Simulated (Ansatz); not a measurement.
C2H8Se2Si (`C[SiH2][Se][Se]C`). Total charge 0; spin multiplicity 1. The structure was optimised at the PBE0-D4/def2-TZVP level. It is one conformer, not always the lowest.

```xyz
13

C     1.051   -2.132    0.008
Si   -0.621   -1.327   -0.140
Se   -0.677    0.245   -1.802
Se    0.854    1.671   -0.765
C    -0.374    2.707    0.334
H     1.055   -2.852    0.831
H     1.311   -2.654   -0.914
H     1.813   -1.376    0.208
H    -1.010   -0.673    1.138
H    -1.669   -2.318   -0.514
H    -1.082    3.236   -0.300
H    -0.891    2.052    1.032
H     0.241    3.422    0.883
```

**Question.** What is the dipole moment at ωB97M-V/def2-TZVPP? (Best estimate.)

**Answer.** Computed: 1.54 D, with components (0.07, -0.07, 1.54) D in this frame, pointing from negative to positive charge.

**Question.** And with PBE, r2SCAN, B3LYP? (An estimate is asked.)

**Answer.** Computed: PBE 1.45 D, r2SCAN 1.57 D, B3LYP 1.50 D.

**Question.** Give the Mulliken charges with ωB97M-V, r2SCAN, PBE in def2-TZVPP. (Estimate.)

**Answer.** Ansatz gave: 
```
atom  ωB97M-V  r2SCAN    PBE
  C1    -0.42   -0.29  -0.35
 Si2     0.24    0.34   0.25
 Se3    -0.16   -0.18  -0.15
 Se4    -0.02   -0.04  -0.03
  C5    -0.40   -0.23  -0.34
  H6     0.12    0.08   0.11
  H7     0.13    0.08   0.11
  H8     0.13    0.09   0.12
  H9    -0.03   -0.08  -0.06
 H10    -0.02   -0.08  -0.06
 H11     0.16    0.10   0.14
 H12     0.15    0.10   0.13
 H13     0.14    0.09   0.13
```

B3LYP here is the variant with VWN-RPA as its local correlation; programs differ in this.
